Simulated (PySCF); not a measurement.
**Computed properties of C2H9NOSi, SMILES CC[Si@H](O)N**

C2H9NOSi, SMILES [Si@H](CC)(N)O. Geometry: r2SCAN-D4/def2-SVP. The structure was generated by enumeration; whether it is a known compound was not checked. The values are those of a single conformer. All values are computed for the isolated molecule unless a solvent is named; none is compared with measurement here.

**Structure.** All 36 harmonic modes at r2SCAN-D4/def2-SVP (PySCF) are real, so it is a minimum. With heavy atoms numbered as in [CH3:1][CH2:2][Si@@H:3]([NH2:4])[OH:5], the shortest bond between them is C1–C2 at 1.531 Å and the longest C2–Si3 at 1.878 Å.

**Vibrations.** The strongest infrared lines (harmonic, unscaled, degenerate partners summed) lie at 2193 cm⁻¹ (175 km/mol, H 97 %), 442 cm⁻¹ (140 km/mol, H 52 %, N 36 %), 890 cm⁻¹ (136 km/mol, H 59 %, Si 21 %, N 11 %, O 8 %). The softest mode is at 64 cm⁻¹ and the zero-point energy is 71.3 kcal/mol.

**Electronic structure.** M06-2X/def2-TZVP (PySCF) places the frontier levels at -9.12 and 1.45 eV, a gap of 10.57 eV, and gives a dipole moment of 0.59 D and a mean polarisability of 59.7 bohr³. PBE/def2-TZVP (PySCF) at the same geometry gives -6.16 and 0.03 eV, so its gap is 4.38 eV narrower. An orbital gap is neither the optical nor the fundamental gap.

**Excitations.** TDA-M06-2X/def2-SVPD (PySCF) has S1 at 7.04 eV (176 nm, f = 0.049, weak); the most intense of the 10 singlets computed lies at 8.84 eV (f = 0.15). T1 (TDA) is at 6.76 eV, 0.28 eV under S1. TDA-PBE/def2-SVPD (PySCF) puts S1 at 5.99 eV. No vertical singlet excitation falls in the visible range (under 3.1 eV).

**NMR.** GIAO shifts at PBE0/pcSseg-1 (PySCF) (non-relativistic, atoms alike by connectivity averaged): ¹³C from 10.9 to 13.1 ppm against TMS; ¹H from 0.7 to 5.1 ppm against TMS; ²⁹Si at -8.3 ppm against TMS.

**Solvation.** SMD-B3LYP/6-31G* (PySCF) gives -5.5 kcal/mol in water, -5.2 kcal/mol in chlorobenzene, -8.4 kcal/mol in methanol (1 M in both phases, gas-phase geometry); of these solvents methanol holds the molecule best.
